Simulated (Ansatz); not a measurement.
Compare A (`O=CC[SiH3]`) with its isomer B (`C1OC[SiH2]1`).

Computed with Ansatz on PBE0-D4/def2-TZVP structures; ΔE is electronic, products minus reactants. CBS: MP2 limit from def2 TZ/QZ plus the TZ coupled-cluster correction, frozen cores. DFT in def2-TZVPP. One conformer a species, not always the lowest.

**Question.** Which is lower in electronic energy at CCSD(T)/CBS, and by how much? (Estimate.)

**Answer.** Computed: A, by 23.3 kcal/mol.

**Question.** Give E(B) − E(A) in kcal/mol with HF/def2-TZVPP, PBE-D4, LDA (SPW92), B2PLYP, CCSD(T)/def2-TZVPP, ωB97M-V, PBE0-D4. (Best estimate.)

**Answer.** Computed: HF/def2-TZVPP 29.6, PBE-D4 21.8, LDA (SPW92) 17.4, B2PLYP 25.2, CCSD(T)/def2-TZVPP 24.5, ωB97M-V 22.8, PBE0-D4 21.2. None reverses the order clearly.

**Question.** Does the order hold for the free energy at 298.15 K (harmonic terms from PBE0-D4)? (An estimate is asked.)

**Answer.** The calculation gave: Yes: G(B) − G(A) = +26.6 kcal/mol, for one conformer each. Modes under 60 cm⁻¹, often nearly free rotors, make the harmonic entropy too high.

Largest T1 diagnostic: 0.014.

In def2-TZVPP, CCSD(T) changes the Hartree–Fock value by −5.1 kcal/mol (the triples alone add −0.1 kcal/mol) and MP2 by −5.4 kcal/mol. At CCSD(T), def2-SVP lies +7.8 kcal/mol from the extrapolated value and def2-TZVPP +1.2 kcal/mol.
